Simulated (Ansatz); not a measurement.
Born–Oppenheimer molecular dynamics of CH$_{2}$I (4 atoms, charge 0, multiplicity 2). It starts from a relaxed structure.

These are results of UKS revPBE-D4/def2-SVP (Ansatz 0.2.0), not measurements.

| Quantity | Value |
| --- | --- |
| ensemble | NVE (velocity Verlet) |
| time step | 0.5 fs |
| steps asked | 250 |
| starting velocities drawn for | 1000 K |
| masses | H 2.014 u |
| seed | 847182 |

First frame:

```xyz
4
Properties=species:S:1:pos:R:3
C -0.073 -0.172 -0.188
I 0.625 1.095 1.285
H -0.784 0.227 -0.923
H 0.286 -1.210 -0.194
```

Problem. How far do the bonds stretch over the last three quarters of this one trajectory? (Pairs bonded in most of those frames.)

Solution. 
```tsv
bond	mean (Å)	spread (Å)	shortest	longest
C1–I2	2.096	0.042	2.01	2.18
C1–H3	1.105	0.022	1.06	1.15
C1–H4	1.107	0.032	1.05	1.16
```

Mean temperature of the second half: 522 K. The conserved energy stayed within 0.18 meV per atom of its start (net change 0.1 meV per atom), so the integration is sound. Over the second half the temperature averaged 0.52 of the 1000 K drawn at the start: a run that starts near a minimum puts about half its kinetic energy into the potential. A run of 0.12 ps of so small a system gives no equilibrium averages.

Run time: 9.4 min on 1 thread of Arm Neoverse N1, on a shared host, peak memory 0.1 GiB.
